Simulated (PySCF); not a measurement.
Compound: C6H7F2 (doublet state).
Cartesian coordinates in Å at the GFN2-xTB level; atoms count from 1:
```xyz
15
C6H7F2 angstrom
C     -1.349   -1.271   -0.308
C     -0.675   -0.103    0.279
C      0.570    0.170   -0.566
C      1.775   -0.073   -0.158
C      2.969   -0.316    0.280
C     -1.552    1.154    0.261
F     -2.634    0.998    1.062
F     -2.033    1.407   -0.979
H     -1.930   -1.155   -1.203
H     -1.118   -2.257    0.042
H     -0.379   -0.289    1.315
H      0.369    0.532   -1.564
H      3.435   -1.280    0.147
H      3.559    0.439    0.773
H     -1.012    2.053    0.598
```

The hyperfine couplings belong to this conformer and change with its torsions.

Identity: `[CH2][C@@H](C=C=C)C(F)F` [radical].

Level of theory: PySCF 2.14.0, UKS B3LYP, pcH-1 on C F H, non-relativistic, mean-field spin-orbit, GIAO. Isolated species at its GFN2-xTB geometry (one conformer only). Couplings are sensitive to structure, and on GFN2-xTB geometries they can be far from those on DFT ones. The SCF solution wasn't tested for stability.

**Question.** Predict the first-order ENDOR lines of F7, H9/H10, H11, H13, H14, H12 and H15 under fast tumbling at B = 1217.7 mT (Q band).

**Answer.** For S = 1/2 in fast tumbling each set of equivalent nuclei gives two lines, ν± = |νn ± a/2| to first order, with νn = g_N μN B/h and μN/h = 7.62259 MHz/T.

| nuclei | isotope | g_N | νn (MHz) | a_iso (MHz) | lower line (MHz) | upper line (MHz) |
| --- | --- | --- | --- | --- | --- | --- |
| F7 | 19F | 5.2577 | 48.80 | 4.08 | 46.76 | 50.84 |
| H9/H10 | 1H | 5.5857 | 51.85 | -62.55 | 20.57 | 83.12 |
| H11 | 1H | 5.5857 | 51.85 | 18.09 | 42.80 | 60.89 |
| H13 | 1H | 5.5857 | 51.85 | 11.00 | 46.35 | 57.35 |
| H14 | 1H | 5.5857 | 51.85 | 9.20 | 47.25 | 56.44 |
| H12 | 1H | 5.5857 | 51.85 | -2.96 | 50.37 | 53.32 |
| H15 | 1H | 5.5857 | 51.85 | 0.66 | 51.52 | 52.18 |

**Question.** Which pairs are centred on the nuclear Larmor frequency, and which on half the coupling?

**Answer.** Centred on νn, since |a| < 2νn: F7, H9/H10, H11, H13, H14, H12 and H15. No pair has |a| > 2νn.

Nuclei that the bonding pattern makes equivalent are averaged, as if the motion that swaps them (rotation, inversion, ring flip) were fast. H13 and H14 aren't averaged: C5 is flat or nearly so (angle sum 360°), and its turn about the short C5–C4 bond (1.29 Å) is taken as slow.

The run took 59 s wall (grids of density and orbitals included) on one thread, Arm Neoverse V1 (aarch64), no GPU (shared host), and the process peaked at 0.97 GiB of memory.
